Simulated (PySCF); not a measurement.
Compound: C₂H₁₀N₂Si₂.
Numbering: `[CH2:1]=[N:2][Si@H:3]([NH2:4])[CH2:5][SiH3:6]` (hydrogens: H7, H8 on C1; H9 on Si3; H10, H11 on N4; H12, H13 on C5; H14, H15, H16 on Si6)

Cartesian coordinates in Å at the GFN2-xTB level; atoms count from 1:
```
atom  x, y, z in Å
C1     2.3622   -0.5115    1.0230
N2     1.4517    0.3166    0.8292
Si3    0.3615    0.6203   -0.4846
N4     0.3892    2.2966   -0.8999
C5    -1.3524    0.2064    0.2103
Si6   -1.6984   -1.6403    0.4222
H7     2.6743   -1.2795    0.3079
H8     2.9069   -0.4960    1.9655
H9     0.6530   -0.0781   -1.7416
H10   -0.0528    2.9457   -0.2691
H11    1.2562    2.6906   -1.2270
H12   -1.4739    0.7005    1.1737
H13   -2.0970    0.6405   -0.4547
H14   -0.7129   -2.2485    1.3216
H15   -3.0376   -1.8283    0.9925
H16   -1.6377   -2.3261   -0.8719
```

Computed, not measured: TDDFT CAM-B3LYP/def2-SVPD, vertical, gas phase, core orbitals frozen in the response (PySCF).

Broadening: Gaussians 0.3 eV wide at half height, area fixed by f = 4.319×10⁻⁹ ∫ε dν̃. The cross-section is σ = 3.8235×10⁻²¹ ε cm², given in Mb (10⁻¹⁸ cm²). The width is an assumption, not a result. The curve ends short of the highest state used, and states not computed would add to its high-energy end.

```json
{"E (eV)": "3.54", "σ (Mb)": "0.00"}
{"E (eV)": "3.69", "σ (Mb)": "0.01"}
{"E (eV)": "3.85", "σ (Mb)": "0.07"}
{"E (eV)": "4.00", "σ (Mb)": "0.12"}
{"E (eV)": "4.15", "σ (Mb)": "0.05"}
{"E (eV)": "4.31", "σ (Mb)": "0.01"}
{"E (eV)": "4.46", "σ (Mb)": "0.00"}
{"E (eV)": "4.61", "σ (Mb)": "0.00"}
{"E (eV)": "4.76", "σ (Mb)": "0.00"}
{"E (eV)": "4.92", "σ (Mb)": "0.00"}
{"E (eV)": "5.07", "σ (Mb)": "0.00"}
{"E (eV)": "5.22", "σ (Mb)": "0.00"}
{"E (eV)": "5.38", "σ (Mb)": "0.00"}
{"E (eV)": "5.53", "σ (Mb)": "0.00"}
{"E (eV)": "5.68", "σ (Mb)": "0.00"}
{"E (eV)": "5.84", "σ (Mb)": "0.00"}
{"E (eV)": "5.99", "σ (Mb)": "0.01"}
{"E (eV)": "6.14", "σ (Mb)": "0.48"}
{"E (eV)": "6.30", "σ (Mb)": "6.84"}
{"E (eV)": "6.45", "σ (Mb)": "20.15"}
{"E (eV)": "6.60", "σ (Mb)": "17.00"}
{"E (eV)": "6.76", "σ (Mb)": "7.92"}
{"E (eV)": "6.91", "σ (Mb)": "9.13"}
{"E (eV)": "7.06", "σ (Mb)": "7.89"}
```

(1) Where are the band maxima, and which computed states make them?

(2) Does any computed singlet lie in the visible range?

(3) Coming from long wavelengths, where does ε first pass 100 L mol⁻¹ cm⁻¹?

(4) On this curve, what absorbance would a 10⁻⁵ mol/L sample give at 308 nm over a 1 cm path?

## Answers

(1) 311 nm (3.99 eV), ε about 31, made up of S1 (100%); 191 nm (6.50 eV), ε about 5700, made up of S2 (93%); 178 nm (6.95 eV), ε about 2400, made up of S4 (60%) and S5 (36%) (ε in L mol⁻¹ cm⁻¹; maxima over ε = 5, shares over 10%). The states used: S1 3.99 eV (f 0.0003); S2 6.49 eV (f 0.059); S3 6.67 eV (f 0.0097); S4 6.91 eV (f 0.017); S5 7.03 eV (f 0.012); S6 7.41 eV (f 0.011); S7 7.43 eV (f 0.174); S8 7.66 eV (f 0.062).

(2) No computed singlet lies in the visible range (380 to 750 nm); the lowest, at 311 nm, stands 0.73 eV above its violet end (3.26 eV).

(3) At about 202 nm (6.13 eV), 2.14 eV above S1.

(4) 308 nm is 4.025 eV, where ε is about 30 L mol⁻¹ cm⁻¹, so A = ε c l ≈ 0.0003 (Beer–Lambert, with the gas-phase spectrum and the assumed width).

One conformer stands for the species.
